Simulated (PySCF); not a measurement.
Computed properties of TeFBr, SMILES F[Te]Br

TeFBr, SMILES Br[Te]F. Geometry optimised at B3LYP-D3(BJ)/def2-TZVP. The def2 effective core potentials stand for the cores of Te; spin–orbit coupling is left out. Other conformers were not sampled. All values are computed for the isolated molecule unless a solvent is named; none is compared with measurement here.

**Structure.** The optimised structure has Cs symmetry. All 3 harmonic modes at B3LYP-D3(BJ)/def2-TZVP (PySCF) are real, so it is a minimum. With heavy atoms numbered as in [Te:1]([F:2])[Br:3], the shortest bond between them is Te1–F2 at 1.921 Å and the longest Te1–Br3 at 2.493 Å.

**Vibrations.** The strongest infrared lines (harmonic, unscaled, degenerate partners summed) lie at 603 cm⁻¹ (76 km/mol, F 87 %, Te 13 %), 260 cm⁻¹ (18 km/mol, Br 58 %, Te 41 %), 144 cm⁻¹ (3 km/mol, F 75 %, Br 16 %, Te 9 %). The softest mode is at 144 cm⁻¹ and the zero-point energy is 1.4 kcal/mol.

**Electronic structure.** PBE0/def2-TZVPD (PySCF) places the frontier levels at -6.71 and -2.95 eV, a gap of 3.76 eV, and gives a dipole moment of 2.20 D and a mean polarisability of 62.8 bohr³.

**Excitations.** TDA-ωB97X/def2-SVPD (PySCF) has S1 at 2.30 eV (539 nm, f = 0.001, dark); the most intense of the 10 singlets computed lies at 7.32 eV (f = 0.38). T1 (TDA) is at 1.63 eV, 0.67 eV under S1.
